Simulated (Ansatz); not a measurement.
The Ansatz (a first-principles code) input:
Ansatz 0.2 input:
```yaml
crystal:
  periodic: [false, false, false]
  atoms:
    - {symbol: O, position_ang: [-1.48961561, 0.17688023, -0.04245102]}
    - {symbol: Si, position_ang: [-0.00491603, -0.05453814, 0.03992787]}
    - {symbol: O, position_ang: [1.49821866, -0.08143848, -0.02742276]}
basis:
  gaussian:
    orbitals: def2-TZVP
hamiltonian:
  xc: b3lyp
total_charge: 1
magnetization: {spin_polarized: true, initial_magnetization: 1}
accuracy: high
```

Task: What total energy does B3LYP/def2-TZVP (Ansatz) give?

Result: -439.583793 Ha

Task: Predict the <S^2> from B3LYP/def2-TZVP.

Result: 0.788

Task: What is the computed number of basis functions (B3LYP/def2-TZVP)?

Result: 99
